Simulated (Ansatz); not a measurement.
Geometry optimisation of C2H7BN2.

```yaml
crystal:
  periodic: [false, false, false]
  atoms:
    - {symbol: N, position_ang: [-0.593760, 1.095817, -0.050480]}
    - {symbol: C, position_ang: [0.153371, -0.224020, 0.275505]}
    - {symbol: N, position_ang: [0.339999, -0.772738, 1.530980]}
    - {symbol: B, position_ang: [0.662659, 0.594164, -0.919756]}
    - {symbol: C, position_ang: [-0.022798, -0.838586, -1.088597]}
    - {symbol: H, position_ang: [-0.450517, 1.854977, 0.624041]}
    - {symbol: H, position_ang: [-1.571236, 1.062823, -0.398792]}
    - {symbol: H, position_ang: [0.885392, -0.220006, 2.197604]}
    - {symbol: H, position_ang: [-0.477552, -1.210501, 1.971953]}
    - {symbol: H, position_ang: [1.556771, 1.288314, -1.340757]}
    - {symbol: H, position_ang: [-1.050822, -0.988414, -1.494064]}
    - {symbol: H, position_ang: [0.645493, -1.697030, -1.273737]}
basis:
  gaussian: {orbitals: def2-TZVP}
hamiltonian: {xc: pbe0, dispersion: d4}
relax: {f_tol: 0.005, max_steps: 150}
```

```sh
$ ansatz run in.yaml --threads 4 --pin off --events-out ev --progress --plain --max-ram 10444MiB
```

Output, abridged:

```
Functional definition: PBE0
mean field -5838.14993541 eV, -214.5480528861 hartree, gradient 9.2e-6 eV, S^2 0.000000; 0 other end points of the search recorded, 0 dependent functions left out
relax step   1: F+E_penalty+E_count = -5838.33203573 eV  Δ(F+E_penalty+E_count) = +0.000e0 eV  max|allowed force component| = 6.975e-1 eV/Å  Δτ_max = 0.0000 Å  (29 SCF iters, accepted)
mean field -5838.19987916 eV, -214.5498882852 hartree, gradient 1.7e-5 eV, S^2 0.000000; 0 other end points of the search recorded, 0 dependent functions left out
relax step   2: F+E_penalty+E_count = -5838.38268377 eV  Δ(F+E_penalty+E_count) = -5.065e-2 eV  max|allowed force component| = 3.714e-1 eV/Å  Δτ_max = 0.0299 Å  (31 SCF iters, accepted)
mean field -5838.20684509 eV, -214.5501442784 hartree, gradient 1.5e-5 eV, S^2 0.000000; 0 other end points of the search recorded, 0 dependent functions left out
relax step   3: F+E_penalty+E_count = -5838.38999180 eV  Δ(F+E_penalty+E_count) = -7.308e-3 eV  max|allowed force component| = 9.720e-2 eV/Å  Δτ_max = 0.0142 Å  (32 SCF iters, accepted)
mean field -5838.20731588 eV, -214.5501615797 hartree, gradient 1.6e-5 eV, S^2 0.000000; 0 other end points of the search recorded, 0 dependent functions left out
relax step   4: F+E_penalty+E_count = -5838.39049584 eV  Δ(F+E_penalty+E_count) = -5.040e-4 eV  max|allowed force component| = 4.527e-2 eV/Å  Δτ_max = 0.0078 Å  (32 SCF iters, accepted)
mean field -5838.20727302 eV, -214.5501600044 hartree, gradient 1.6e-5 eV, S^2 0.000000; 0 other end points of the search recorded, 0 dependent functions left out
relax step   5: F+E_penalty+E_count = -5838.39047195 eV  Δ(F+E_penalty+E_count) = +2.388e-5 eV  max|allowed force component| = 3.954e-2 eV/Å  Δτ_max = 0.0079 Å  (31 SCF iters, rejected (line search))
mean field -5838.20749816 eV, -214.5501682782 hartree, gradient 1.6e-5 eV, S^2 0.000000; 0 other end points of the search recorded, 0 dependent functions left out
relax step   6: F+E_penalty+E_count = -5838.39069176 eV  Δ(F+E_penalty+E_count) = -1.959e-4 eV  max|allowed force component| = 1.320e-2 eV/Å  Δτ_max = 0.0038 Å  (32 SCF iters, accepted)
mean field -5838.20750796 eV, -214.5501686385 hartree, gradient 1.6e-5 eV, S^2 0.000000; 0 other end points of the search recorded, 0 dependent functions left out
relax step   7: F+E_penalty+E_count = -5838.39070422 eV  Δ(F+E_penalty+E_count) = -1.246e-5 eV  max|allowed force component| = 4.010e-3 eV/Å  Δτ_max = 0.0007 Å  (32 SCF iters, accepted)
mean field -5838.20750796 eV, -214.5501686385 hartree, gradient 1.6e-5 eV, S^2 0.000000; 1 other end points of the search recorded, 0 dependent functions left out
Total energy: -5838.39073642 eV, -214.5569021602 hartree
Atom 0 at    -0.587446     1.079843    -0.047719 Å, force    -0.001762    -0.001325    -0.000081 eV/Å
Atom 1 at     0.163591    -0.209595     0.269820 Å, force     0.000228     0.001126     0.002747 eV/Å
Atom 2 at     0.333507    -0.762126     1.522776 Å, force     0.000894    -0.000395    -0.000669 eV/Å
Atom 3 at     0.667586     0.587604    -0.912154 Å, force     0.001454    -0.004010    -0.001961 eV/Å
Atom 4 at    -0.021546    -0.827490    -1.079461 Å, force    -0.001328     0.002069    -0.003185 eV/Å
Atom 5 at    -0.452098     1.829210     0.615611 Å, force     0.001032     0.000257     0.000245 eV/Å
Atom 6 at    -1.545792     1.020860    -0.389905 Å, force     0.000501     0.000477     0.000619 eV/Å
Atom 7 at     0.876060    -0.224838     2.179865 Å, force    -0.000016     0.000718     0.000241 eV/Å
Atom 8 at    -0.481738    -1.184939     1.943846 Å, force    -0.000786     0.000489     0.000501 eV/Å
Atom 9 at     1.536805     1.277769    -1.334302 Å, force    -0.000980     0.001602     0.001360 eV/Å
Atom 10 at    -1.037127    -0.961163    -1.470760 Å, force     0.000486    -0.000594    -0.000355 eV/Å
Atom 11 at     0.625197    -1.680337    -1.263717 Å, force     0.000278    -0.000414     0.000538 eV/Å
Dipole moment:    -0.493445     0.332500     0.550557 e Å
```

Hardware: 4 threads of an Intel Xeon Platinum 8488C on a shared host. Wall time 18 s, peak host memory 0.46 GiB.
